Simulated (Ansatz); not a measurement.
# Molecular dynamics of H₅NO₃Ti

Input:

```yaml
crystal:
  periodic: [false, false, false]
  atoms:
    - { symbol: Ti, position_ang: [-0.049904, -0.054445, 0.140034] }
    - { symbol: "N", position_ang: [-0.047897, -0.028115, 2.006273] }
    - { symbol: H, position_ang: [-0.730272, 0.473114, 2.568695] }
    - { symbol: H, position_ang: [0.743797, -0.308112, 2.578942] }
    - { symbol: O, position_ang: [1.650365, -0.059961, -0.422306] }
    - { symbol: H, position_ang: [2.093969, -0.620536, -1.063818] }
    - { symbol: O, position_ang: [-0.996572, 1.351033, -0.438886] }
    - { symbol: H, position_ang: [-1.68943, 1.410971, -1.101322] }
    - { symbol: O, position_ang: [-0.838821, -1.544915, -0.465156] }
    - { symbol: H, position_ang: [-1.227435, -2.267535, 0.034644] }
basis:
  gaussian: { orbitals: def2-SVP }
hamiltonian:
  xc: pbe0
  dispersion: d4
md:
  timestep: 0.5
  n_steps: 300
  ensemble: nvt_langevin
  temperature: 200.0
  initial_velocities: maxwell_boltzmann
  seed: 126483
  friction: 0.01
  temperature_schedule:
    - { n_steps: 75, end_temperature: 200.0 }
    - { n_steps: 225, end_temperature: 600.0 }
```

Command:

```bash
$ ansatz run input.yaml --threads 2 --pin off --max-ram 3072MiB --backend cpu --events-out ev --progress --plain --runs-dir out
```

It starts from a relaxed structure.

Output, in part (step lines, the closing report, with atoms numbered from 0):

```
md step     0: t =     0.00 fs  T =   180.0 K (target 200.0 K)  F+E_penalty+E_count = -30810.43146888 eV  E_kin = 0.232668 eV  (31 SCF iters)
md step     1: t =     0.50 fs  T =   165.7 K (target 200.0 K)  F+E_penalty+E_count = -30810.42533633 eV  E_kin = 0.214174 eV  (34 SCF iters)
md step     2: t =     1.00 fs  T =   148.0 K (target 200.0 K)  F+E_penalty+E_count = -30810.41027845 eV  E_kin = 0.191334 eV  (34 SCF iters)
md step     3: t =     1.50 fs  T =   130.4 K (target 200.0 K)  F+E_penalty+E_count = -30810.39389476 eV  E_kin = 0.168584 eV  (34 SCF iters)
md step     4: t =     2.00 fs  T =   135.3 K (target 200.0 K)  F+E_penalty+E_count = -30810.38284552 eV  E_kin = 0.174888 eV  (34 SCF iters)
md step     5: t =     2.50 fs  T =   144.3 K (target 200.0 K)  F+E_penalty+E_count = -30810.38134344 eV  E_kin = 0.186583 eV  (34 SCF iters)
md step     6: t =     3.00 fs  T =   159.4 K (target 200.0 K)  F+E_penalty+E_count = -30810.38916695 eV  E_kin = 0.206097 eV  (36 SCF iters)
md step     7: t =     3.50 fs  T =   167.6 K (target 200.0 K)  F+E_penalty+E_count = -30810.40121406 eV  E_kin = 0.216635 eV  (36 SCF iters)
[... lines left out ...]
Total energy: -30809.99302765 eV, -1132.2463600026 hartree
Atom 0 at    -0.305659    -0.024730     0.127752 Å, force     1.790941     0.583822     0.388278 eV/Å
Atom 1 at    -0.161635    -0.034224     1.980979 Å, force     0.336578    -0.502267     1.166887 eV/Å
Atom 2 at    -0.560079     0.787298     2.495652 Å, force     0.608491    -1.292163    -0.345173 eV/Å
Atom 3 at     0.293200    -0.780838     2.567205 Å, force    -0.695474     1.333383    -0.542017 eV/Å
Atom 4 at     1.307871     0.350802    -0.648967 Å, force     0.724723     1.062505     1.414720 eV/Å
Atom 5 at     1.892481     0.971361    -0.121808 Å, force    -1.008072    -1.054206    -1.033531 eV/Å
Atom 6 at    -1.298670     1.453731     0.109277 Å, force    -0.764929     0.116624    -0.791515 eV/Å
Atom 7 at    -2.055104     1.387943    -0.484946 Å, force    -0.251777     0.400372     0.033445 eV/Å
Atom 8 at    -0.737974    -1.535770    -0.650113 Å, force    -0.812949    -0.888953    -0.239658 eV/Å
Atom 9 at    -1.009140    -2.453006    -0.535436 Å, force     0.072467     0.240883    -0.051435 eV/Å
Dipole moment:    -0.291961    -0.255796     0.374147 e Å
```

The steps, from the saved trajectory:

```
time (fs)  T (K)  potential energy less start (eV)
        0    180                             0.000
        5    186                             0.023
       10    194                             0.061
       15    180                             0.112
       20    153                             0.150
       25    139                             0.157
       30    148                             0.189
       35     88                             0.247
       40     95                             0.236
       45    152                             0.198
       50    176                             0.183
       55    140                             0.189
       60    155                             0.191
       65    202                             0.160
       70    246                             0.159
       75    250                             0.158
       80    330                             0.122
       85    267                             0.142
       90    233                             0.202
       95    195                             0.261
      100    252                             0.220
      105    265                             0.204
      110    246                             0.243
      115    272                             0.288
      120    290                             0.314
      125    350                             0.335
      130    301                             0.448
      135    282                             0.485
      140    356                             0.401
      145    511                             0.389
      150    468                             0.439
```

The run went to its last step. The schedule's set-point averaged 467 K over the second half and the system 308 K, so it lags behind the ramp. A run of 0.15 ps of so small a system gives no equilibrium averages.

No bond is clearly made or broken; grazing contacts change: Ti1–H8 2.53 → 2.33 Å. Pairs count as bonded within 1.25 times the sum of covalent radii (0.12 Å more for H–H).

Last frame:

```xyz
10
Properties=species:S:1:pos:R:3
Ti -0.306 -0.025 0.128
N -0.162 -0.034 1.981
H -0.560 0.787 2.496
H 0.293 -0.781 2.567
O 1.308 0.351 -0.649
H 1.893 0.971 -0.122
O -1.299 1.454 0.109
H -2.055 1.388 -0.485
O -0.738 -1.536 -0.650
H -1.009 -2.453 -0.535
```

The run took 22 min on 2 threads of Arm Neoverse V1 (shared host), peak memory 0.28 GiB.
